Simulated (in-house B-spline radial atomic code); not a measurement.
Ionising Ar+ with different functionals

Computed with an all-electron radial atomic-structure program (B-spline basis): non-relativistic Hamiltonian, point nucleus, spin-polarised at highest spin, spherical fractional occupations for the functionals, and exact exchange of hybrids averaged over the configuration. The ionisation energy is the difference of two self-consistent energies, [Ne] 3s2 3p5 → [Ne] 3s2 3p4, without Breit or QED terms; ε is the level of the shell that loses the electron (its least bound occupied spin orbital).

```
   method                    rung  ΔSCF (eV)  -ε(3p) (eV)
     PBE0           global hybrid      27.69        23.34
    B3LYP           global hybrid      27.76        23.02
    TPSSh           global hybrid      27.74        22.35
   M06-2X           global hybrid      27.65        25.19
BHandHLYP           global hybrid      27.55        24.95
  r2SCAN0           global hybrid      27.73        23.48
    B97-1           global hybrid      27.69        23.02
    HSE06  range-separated hybrid      27.68        22.92
    wB97X  range-separated hybrid      27.70        26.00
CAM-B3LYP  range-separated hybrid      27.75        24.89
  LC-wPBE  range-separated hybrid      27.83        26.47
```

Question: Among the functionals, which spreads more, the ΔSCF values or the orbital energies?

Answer: The orbital energies: ΔSCF values span about 0.29 eV and the orbital energies 4.12 eV; here energy differences depend much less on the functional than eigenvalues do.

Question: How do they compare with the NIST value?

Answer: NIST lists 27.630 eV (measured, ground level to ground level). Errors run from -0.08 to +0.20 eV; M06-2X is closest (+0.02 eV), but part of that can be cancellation, since the calculations leave out relativity, Breit-QED terms, multiplet and fine-structure energies.
